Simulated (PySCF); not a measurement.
# How methods differ on the ionisation energy of Be⁺

Be⁺ [He] 2s1 (2S) → Be²⁺ 1s2 (1S), as a difference of total energies. All numbers are calculated (PySCF 2.14, scalar relativity by spin-free X2C-1e, in x2c-TZVPall (5s3p1d, 19 functions)). The calculations carry no spin-orbit coupling.

```
method  ionisation energy (eV)  error (eV)
   UHF                  18.125      -0.086
  TPSS                  18.379      +0.168
r2SCAN                  18.174      -0.037
```

Reference: 18.211 eV (measured; NIST Atomic Spectra Database, ionization energies).
